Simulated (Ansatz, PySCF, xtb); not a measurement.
Stretching the C1–I2 bond in CH3I (SMILES CI) (multiplicity 1 held, fragments rigid). Energies count from the point at 2.156 Å.
Geometry at that point (charge 0, multiplicity 1):
| atom | x (Å) | y (Å) | z (Å) |
|---|---|---|---|
| C | -1.8269 | -0.0363 | -0.0411 |
| I | 0.3286 | 0.0065 | 0.0074 |
| H | -2.1203 | -0.8439 | -0.7016 |
| H | -2.1705 | -0.2081 | 0.9724 |
| H | -2.1618 | 0.9240 | -0.4159 |

U- levels take the lowest unrestricted solution at each point, which mixes spins at long bonds. Active spaces are followed from a long bond inwards. Left out are points that failed, MP2 points that dive below the minimum, coupled-cluster points behind a jump of the amplitudes or a sharp parting from full CI or MRCI, small-basis points behind a change of solution, and semi-empirical points at long bonds. Levels need not reach the same state.

Correlated levels freeze the cores. Filled d and f shells under p-block atoms count as core. Rows in 3-21G carry no dispersion term and start afresh at each structure; the Pople sets are all-electron and without relativity.

The values were computed with Ansatz (Gaussian orbitals); PySCF for 3-21G rows; xtb for the GFN methods. Values without a source in brackets are computed. In def2 rows elements past Kr take small-core potentials, without spin–orbit coupling. The GFN methods have no spin term and hold the electronic entropy of 300 K.

Energies in eV.

```tsv
R (Å)	GFN2-xTB	R-HF/3-21G	U-SCS-MP2/def2-TZVPP	FIC-NEVPT4(SD) on CASSCF(6,4)/def2-TZVPP	FIC-MRCISD+Q on CASSCF(6,4)/def2-TZVPP
1.725	3.33	3.53	2.60	2.67	2.63
1.941	0.51	0.73	0.42	0.47	0.44
2.156	0.00	0.00	0.00	0.00	0.00
2.372	[?]	0.18	0.31	0.27	0.27
2.588	0.87	0.74	1.28	0.78	0.78
2.911	[?]	1.76	2.24	1.57	1.57
3.235	2.56	2.74	2.64	2.16	2.16
3.774	3.24	4.05	2.87	2.66	2.66
4.313	3.44	4.97	2.93	2.82	2.81
4.960	3.48	5.65	2.96	2.87	2.86
5.822	3.49	left out	2.97	2.88	2.87
6.901	3.50	left out	2.97	2.88	2.87
```

Task: What belongs in the gaps?

Result: 
- 2.372, GFN2-xTB: 0.30
- 2.911, GFN2-xTB: 1.80

Doubts at one or more of the structures used: a restricted determinant that unrestricted orbitals would lower (R-HF/3-21G); a spin-contaminated determinant (U-SCS-MP2/def2-TZVPP); active orbitals that take no part (FIC-NEVPT4(SD) on CASSCF(6,4)/def2-TZVPP, FIC-MRCISD+Q on CASSCF(6,4)/def2-TZVPP).

Ansatz is a program for electronic structure.
